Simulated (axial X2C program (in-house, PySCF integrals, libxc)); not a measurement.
**What spin–orbit coupling does to MgBi**

Calculated with an in-house all-electron X2C program for linear molecules (integrals from PySCF). Spin-free means the one-electron spin-free X2C Hamiltonian; two-component (2c) means X2C with spin–orbit coupling and atomic mean-field two-electron Coulomb and Gaunt terms, so the difference of the two also holds small scalar two-electron terms. Basis: Bi dyall-cv3z [12s14p10d6f1g], Mg dyall-cv3z [9s8p6d3f] (cores contracted in-house); Gaussian nuclei, density fitting, unrestricted open shells. Masses: Bi 208.980 u, Mg 23.985 u.

Spin-free state: M_S = 3/2, Λ = 0 (beyond evenly filled blocks: σα, π+α, π-α); fragments Bi + Mg.

```json
{"level": "PBE0", "Re (Å)": "2.940", "ωe (cm⁻¹)": "185.5", "De (eV)": "0.563", "μ (D)": "0.95"}
{"level": "LDA", "Re (Å)": "2.888", "ωe (cm⁻¹)": "198.7", "De (eV)": "0.861", "μ (D)": "1.03"}
```

Dipoles are positive if Mg is the positive end.

Two-component determinant lowest at the distance of the search:

Ω = 3/2 (⟨Sz⟩ = 0.86, ⟨Lz⟩ = 0.64 at PBE0); fragments Bi + Mg.

```
level  Re (Å)  ωe (cm⁻¹)  De (eV)  μ (D)
 PBE0   2.834      180.0    0.578   2.16
  LDA   2.731      214.9    1.018   2.59
```

(1) From the two tables, how do the constants change at the PBE0 level (2c against spin-free)?

The state is one determinant whose occupation by symmetry is held fixed; it was picked as the lowest of a PBE0 search that is not exhaustive. De is counted from the lowest determinant-based energies of the atoms at the same level, without counterpoise correction. Density functionals use the spin component along the axis (collinear). PBE0 can misorder states that lie within some tenths of an eV, so this need not be the ground state of the molecule. The nearest other spin-free determinant of the search, M_S = 1/2, Λ = 0, lies 0.20 eV up at the distance of the search. The functionals have no current-density term, which raises determinants with orbital currents, atoms included. With several unpaired electrons one determinant need not be a pure state. At some level and bond length an empty orbital lies below a filled one.

## Answers

(1) At the PBE0 level Re decreases by 0.106 Å and ωe falls by 5.5 cm⁻¹; De changes by 0.015 eV.
